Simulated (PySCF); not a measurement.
# TlH⁺ at UHF-CCSD(T)

Computed with UHF-CCSD(T); basis Tl def2-SVPD with ECP60, H def2-SVPD; scalar-relativistic core potentials; PySCF 2.14.

| Item | Value |
| --- | --- |
| state | ²Σ⁺ (doublet), unpaired electrons σ ↑ |
| bond length | 5.796 bohr |
| harmonic wavenumber | 186 cm⁻¹ |
| force constant | 0.0204 mdyn/Å |
| rotational constant Be | 1.787 cm⁻¹ |

Correlated steps freeze 4 core orbitals. Spin–orbit coupling is left out. The state is the lowest determinant that a PBE0 search found; another state may lie lower at other levels.
